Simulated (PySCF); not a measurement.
# Working out the ionisation energy of Fe

Fe [Ar] 3d6 4s2 (5D) → Fe⁺ [Ar] 3d6 4s1 (6D). Calculation: PySCF 2.14, in cc-pVDZ (6s5p3d1f, 43 functions); no relativity, point nucleus. Frozen: [Ar]. Energies in hartree (1 hartree = 27.21139 eV):

| part | Fe (lower) | Fe⁺ (upper) |
| --- | --- | --- |
| UHF | -1262.451403 | -1262.217280 |
| MP2 opposite-spin | -0.078147 | -0.044831 |
| MP2 same-spin | -0.071979 | -0.070867 |

Q: What does Hartree-Fock give?

A: (-1262.217280) − (-1262.451403) = 0.234123 hartree = 6.371 eV.

Q: What do MP2 and SCS-MP2 (6/5 opposite-spin, 1/3 same-spin) give?

A: The opposite-spin parts differ by 0.907 eV and the same-spin parts by 0.030 eV. MP2: 6.371 + (0.907) + (0.030) = 7.308 eV. SCS-MP2: 6.371 + 1.2 × (0.907) + (0.030)/3 = 7.469 eV.

Measured between the centres of the two terms (NIST): 7.904 eV, so MP2 (valence) is off by -0.596 eV.

The calculation is non-relativistic.

A double-zeta basis recovers only part of the correlation energy.

What remains against the reference includes basis incompleteness, the frozen core and correlation beyond second order.
